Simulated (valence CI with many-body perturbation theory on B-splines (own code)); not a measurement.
**Run record, Tb15+**

Computed by valence CI with perturbative core correlation (CI+MBPT): four valence electrons over a frozen Dirac-Fock core [Kr] 4d10, a basis of 8 s, 8 p, 9 d, 9 f, 6 g, 3 h, 2 i functions for each j, with the one-electron correlation potential Σ1 (screened to all orders), the two-electron term Σ2, the three-electron term Σ3, Breit, model QED; selected single and double excitations, second order for the rest, scaled by the run's own slope (own B-spline code, finite nucleus).

Command, and the settings that its task file holds:

```sh
python run_cv.py task.json out
```

```
atom Tb  Z=65  mass_number=159  rms_radius_fm=5.0600
core [Kr] 4d10
valence 4f4
avg = 1
basis = L
breit = 1
cap = 40000
capref = 1200
cscale = 1
de = 0.0
dress = 0
eps = 2e-08
extrap = 1
h = 0.27
hh = 1
l2 = 3
lcore = 6
maxit = 60
n2 = 5
natural = 1
nlev = 60
nno = [5, 5, 6, 7, 5, 3, 2]
nroot = 26
nsp = [3, 3, 3, 2, 1, 0, 0]
pt2 = 1
qed = 1
rpa = 1
s1 = 1
s2 = 1
s3 = 1
screen = 1
tol = 2e-05
whole = 1
```

It took 7.5 min on 1 thread of Intel(R) Xeon(R) Processor @ 2.30GHz (shared host).

Log. The first blocks belong to the next ion, which gives the ionisation energy. Fields: 2J, parity (1 odd), roots, reference size, generating configurations, candidates as configurations/state functions, variational space P, stored matrix elements, Davidson steps; e2 is the range of second-order energies in hartree. The first line gives the box (bohr), its intervals, the orbitals and the steps of their self-consistent field. Window is the range of levels sought, series limit the energy at which the first omitted orbital would enter, core excitation an estimate of the first excitation out of the core, left out the lowest levels not solved, and shifts from estimates the range by which levels moved from their first estimate, all in cm⁻¹.

```
rmax 9.3 intervals 61 orbitals 82 references ['4f4', '4f3 5s', '4f2 5s2', '4f3 5p', '4f2 5s 5p'] scf 6 t 1.6
2J=9 par=1 roots 2 ref 30 generators 4 cand 3300/12197 P 1006/4000 nnz 4.9e+06 it 5
2J=9 par=1 roots 2 ref 30 generators 10 cand 8432/29768 P 1861/7240 nnz 1.4e+07 it 6
   second order: generators 17 cand 11866/42261 e2 -0.00004 -0.00001
2J=11 par=1 roots 2 ref 20 generators 3 cand 3087/10689 P 1015/4000 nnz 4.7e+06 it 5
2J=11 par=1 roots 2 ref 20 generators 12 cand 9089/30442 P 2128/7928 nnz 1.6e+07 it 5
   second order: generators 19 cand 11892/40097 e2 -0.00003 -0.00001
2J=13 par=1 roots 2 ref 9 generators 2 cand 2731/8524 P 1185/4000 nnz 4.5e+06 it 5
2J=13 par=1 roots 2 ref 9 generators 10 cand 7865/24484 P 1907/6291 nnz 1e+07 it 6
   second order: generators 16 cand 10383/32154 e2 -0.00002 -0.00001
reference levels 765, estimated 118, window 62747 1/cm; series limit 1630207, core excitation 1161808
2J=8 par=0 roots 10 ref 96 generators 5 cand 4905/64025 P 484/7990 nnz 1.5e+07 it 9
2J=8 par=0 roots 10 ref 96 generators 8 cand 8922/83625 P 1745/24779 nnz 1.3e+08 it 9
   second order: generators 11 cand 17241/247733 e2 -0.00107 -0.00027
2J=10 par=0 roots 7 ref 72 generators 4 cand 4885/61734 P 459/7999 nnz 1.6e+07 it 12
2J=10 par=0 roots 7 ref 72 generators 5 cand 8600/79240 P 1564/23807 nnz 1.3e+08 it 14
   second order: generators 6 cand 15470/223005 e2 -0.00106 -0.00029
2J=12 par=0 roots 7 ref 60 generators 4 cand 4824/55086 P 519/7987 nnz 1.6e+07 it 9
2J=12 par=0 roots 7 ref 60 generators 6 cand 8088/68857 P 1859/24173 nnz 1.3e+08 it 11
   second order: generators 8 cand 14708/196658 e2 -0.00075 -0.00023
2J=14 par=0 roots 5 ref 33 generators 3 cand 4613/44873 P 611/7993 nnz 1.6e+07 it 7
2J=14 par=0 roots 5 ref 33 generators 3 cand 4203/39413 P 2039/23718 nnz 1.3e+08 it 8
   second order: generators 5 cand 10799/145156 e2 -0.00041 -0.00014
2J=16 par=0 roots 6 ref 22 generators 4 cand 4235/34085 P 828/7986 nnz 1.5e+07 it 8
2J=16 par=0 roots 6 ref 22 generators 4 cand 3667/28618 P 2904/24836 nnz 1.4e+08 it 9
   second order: generators 7 cand 13941/181627 e2 -0.00010 -0.00005
2J=2 par=0 roots 4 ref 50 generators 3 cand 4748/30622 P 955/8000 nnz 1.6e+07 it 9
2J=2 par=0 roots 4 ref 50 generators 3 cand 4085/25170 P 3148/22076 nnz 1e+08 it 7
   second order: generators 8 cand 15191/113800 e2 -0.00006 -0.00003
2J=4 par=0 roots 10 ref 89 generators 5 cand 4863/48438 P 658/7982 nnz 1.4e+07 it 10
...
2J=2 par=1 roots 2 ref 26 generators 8 cand 17193/126943 P 4320/24461 nnz 7.8e+07 it 9
   second order: generators 28 cand 54002/410040 e2 -0.00022 -0.00011
2J=4 par=1 roots 2 ref 36 generators 4 cand 7856/67606 P 1055/7998 nnz 9.6e+06 it 7
2J=4 par=1 roots 2 ref 36 generators 8 cand 16501/178725 P 3660/30974 nnz 1.3e+08 it 8
   second order: generators 23 cand 43623/529603 e2 -0.00020 -0.00016
2J=6 par=1 roots 2 ref 38 generators 4 cand 7961/82571 P 862/7999 nnz 1e+07 it 8
2J=6 par=1 roots 2 ref 38 generators 6 cand 15257/185822 P 3143/31480 nnz 1.4e+08 it 11
   second order: generators 23 cand 54610/800619 e2 -0.00028 -0.00028
left out: unestimated 89634, estimated 67858, shifts from estimates -84 to 259
operators 5.0
```

The Davidson iterations converged.

No measured spectrum was set against this ion. As an estimate, terms of the open shell hold to a few per cent of their energy, and close levels can change places; configurations with another count of f electrons can be misplaced by thousands of cm⁻¹. Core correlation moves these levels by up to 49000 cm⁻¹, and in measured spectra 5 to 20 % of such shifts remained as error; rates that hang on mixing are uncertain with them.

```
Valence energy                            : -54.7534 hartree
Ionisation energy                         : 318.66 eV (NIST: 325 ± 16 eV (theoretical))
Reference configurations for the orbitals : 4f4, 4f3 5s, 4f2 5s2, 4f3 5p, 4f2 5s 5p
Radial orbitals                           : 82
Box radius                                : 9.333 bohr
Largest variational space                 : 31480
Lowest levels                             : 4f4 5I_4 0.0, 4f4 5I_5 3744, 4f4 5I_6 7616, 4f4 5I_7 11483, 4f4 5I_8 15283, 4f4 5F_1 23034, 4f4 5F_2 23676, 4f4 5F_3 25916, 4f4 5S_2 27109, 4f4 5F_4 27367, 4f4 3K_6 29532, 4f4 5F_5 31040, 4f4 3H_4 31644, 4f4 5G_2 32102 cm⁻¹
```

Names give the largest LS component (configuration and term), which can be under half, so a name can repeat, a term be missing and a line seem to break the LS rules; names also repeat where a configuration has a term twice.
